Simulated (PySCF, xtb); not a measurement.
C3H6BFO, SMILES FC(=C)B(C)O. Other conformers were not sampled.

Harmonic wavenumbers (cm⁻¹) from GFN2-xTB run with xtb at its own minimum, in rising order: 44, 60, 159, 269, 291, 408, 438, 512, 649, 666, 725, 859, 867, 902, 912, 929, 1109, 1225, 1321, 1362, 1392, 1483, 1495, 1657, 3019, 3022, 3038, 3108, 3169, 3595.

Task: What does PBE-D3(BJ)/def2-SVP (PySCF) give at its own minimum? (The exact figures need the calculation; the answer reports its results.)

Result: 51, 78, 177, 299, 304, 426, 444, 507, 607, 663, 735, 807, 858, 866, 916, 934, 1141, 1239, 1299, 1331, 1350, 1373, 1419, 1648, 2965, 3046, 3063, 3091, 3203, 3736. Paired by order, the mean absolute difference is 30 cm⁻¹ and the zero-point energies are 55.3 and 55.2 kcal/mol.
